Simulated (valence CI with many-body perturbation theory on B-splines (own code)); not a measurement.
# Hyperfine factors and g values of Pb⁶⁰⁺

Level of theory: relativistic CI+MBPT: four valence electrons over a frozen Dirac-Fock core [Ar], a basis of 7 s, 7 p, 8 d, 6 f, 4 g, 1 h functions for each j, with the one-electron correlation potential Σ1 (screened to all orders), the two-electron term Σ2, the three-electron term Σ3, Breit, model QED; selected single and double excitations, second order for the rest, scaled by the run's own slope (own B-spline code, finite nucleus).

The last digits are not significant, and no measured levels were compared; by estimate large intervals hold to a few tenths of a per cent, small ones and those within an open d or f shell to about a per cent. Excitations out of the core, of the other parity, are not computed and may begin above about 277 eV (a cautious bound); beyond it only levels of the ground parity were kept, without lifetimes. Only levels of the ground parity were solved; by the run's estimate the other parity begins above the list, which can be wrong where configurations are misplaced.

A/g_I is the dipole constant over the nuclear g factor μ/I (μ in nuclear magnetons, uniformly magnetised nucleus), B/Q the quadrupole constant per barn. Both hold the static response of the core; the bare values leave it out. Large factors of s and p1/2 electrons are usually good to 5 to 10 %; those of open d and f shells near neutrality can be off by tens of per cent, and small factors of p3/2, d and f electrons come from cancelling terms and can be off by a factor of two or in sign, in half-filled shells by more. B is blank for J = 1/2, where it vanishes, and for nearly pure S terms. Energies count from the lowest level. Levels with J = 0 are left out.

Levels are named by their leading jj configuration (3d3/2^4 stands for four electrons in 3d with j = 3/2), which in mixed levels can hold well under half, so a name can repeat and another be missing. Letters in brackets count levels of one name in rising energy.

```csv
Level,E (eV),g,A/g_I (MHz),A/g_I bare,B/Q (MHz/b),B/Q bare
(3d3/2^3 3d5/2) J=1,108.50,1.487,-12400,-10200,26200,26300
(3d3/2^3 3d5/2) J=4,121.52,1.049,92500,92900,9890,9620
(3d3/2^3 3d5/2) J=2,126.37,1.172,63700,64700,93700,94400
(3d3/2^3 3d5/2) J=3,129.92,1.092,83800,84500,76400,76900
(3d3/2^2 3d5/2^2) J=2 [a],226.56,1.314,19400,20800,46000,46400
(3d3/2^2 3d5/2^2) J=4 [a],229.70,1.129,73900,74600,-35500,-36000
(3d3/2^2 3d5/2^2) J=3 [a],232.27,1.184,57200,58200,14900,14900
(3d3/2^2 3d5/2^2) J=5,235.63,1.076,83200,83800,74400,74900
(3d3/2^2 3d5/2^2) J=6,238.55,1.059,89000,89500,95300,95900
(3d3/2^2 3d5/2^2) J=1,242.85,1.034,101000,102000,16300,16400
(3d3/2^2 3d5/2^2) J=3 [b],245.24,1.042,96900,97300,15200,15300
(3d3/2^2 3d5/2^2) J=4 [b],245.98,1.025,95300,95600,-21600,-21700
(3d3/2^2 3d5/2^2) J=2 [b],248.53,1.065,87300,87800,44200,44500
(3d3/2^2 3d5/2^2) J=2 [c],263.22,0.953,118000,118000,-11100,-11300
(3d3/2^2 3d5/2^2) J=4 [c],269.26,1.166,64700,65600,141000,142000
(3d3/2^2 3d5/2^2) J=2 [d],284.80,1.095,84900,85500,-60300,-60600
(3d3/2 3d5/2^3) J=4 [a],348.04,1.170,59500,60500,-83100,-83800
(3d3/2 3d5/2^3) J=3 [a],349.71,1.212,44300,45400,5900,6070
(3d3/2 3d5/2^3) J=1 [a],355.76,1.043,76500,76900,37600,37800
(3d3/2 3d5/2^3) J=5,356.43,1.128,72000,72800,-53100,-53600
(3d3/2 3d5/2^3) J=6,356.65,1.077,82000,82500,107000,108000
(3d3/2 3d5/2^3) J=2 [a],366.28,1.050,93400,93800,71000,71400
(3d3/2 3d5/2^3) J=3 [b],368.36,1.081,82000,82600,16400,16700
(3d3/2 3d5/2^3) J=3 [c],386.13,1.050,89600,90100,117000,118000
(3d3/2 3d5/2^3) J=4 [b],386.18,1.045,90400,90800,105000,106000
(3d3/2 3d5/2^3) J=1 [b],386.80,1.379,19400,21200,-62900,-63300
(3d3/2 3d5/2^3) J=2 [b],390.78,1.107,77400,78100,-152000,-153000
(3d5/2^4) J=4,477.38,1.163,59200,60000,-99100,-99700
(3d5/2^4) J=2,488.82,1.128,61100,61800,73400,73900
```

(1) Take the isotope of mass number 207, with I = 1/2, μ = 0.5906 μN. What is the hyperfine structure of (3d3/2^3 3d5/2) J=1?

Results:

(1) From the table A = -14700 MHz. Shifts from the centre of gravity in MHz: F = 1/2: 14700, F = 3/2: -7350.
